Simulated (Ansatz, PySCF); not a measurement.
Cu2, SMILES [Cu][Cu], multiplicity 1. Atoms are numbered in the order given.

```xyz
2

Cu     0.0000     0.0000    -1.1142
Cu     0.0000     0.0000     1.1142
```
Charge 0, spin multiplicity 1.

Coordinates come from a r2SCAN-D4/def2-TZVP optimisation. The spin state was assumed, not searched.

Two levels are set side by side: PBE-D3(BJ)/def2-TZVP (Ansatz, a program for electronic structure) and r2SCAN-D4/def2-TZVP (Ansatz). Each level has its own optimised geometry; the coordinates shown are those of the second. Frequencies come from the Hessian of PySCF at each geometry. Differences are taken from unrounded values.

```
quantity                            r2SCAN-D4
----------------------------------  ---------
bond Cu1–Cu2 (Å)                        2.228
highest harmonic wavenumber (cm⁻¹)        267
mean harmonic wavenumber (cm⁻¹)           267
zero-point energy (kcal/mol)             0.38
```

Q: What does PBE-D3(BJ) give, and how far is it from r2SCAN-D4? (The exact figures need the calculation; the answer reports its results.)

A: 
| quantity | PBE-D3(BJ) | PBE-D3(BJ) minus r2SCAN-D4 |
|---|---|---|
| bond Cu1–Cu2 (Å) | 2.267 | 0.039 |
| highest harmonic wavenumber (cm⁻¹) | 254 | -13 |
| mean harmonic wavenumber (cm⁻¹) | 254 | -13 |
| zero-point energy (kcal/mol) | 0.36 | -0.02 |
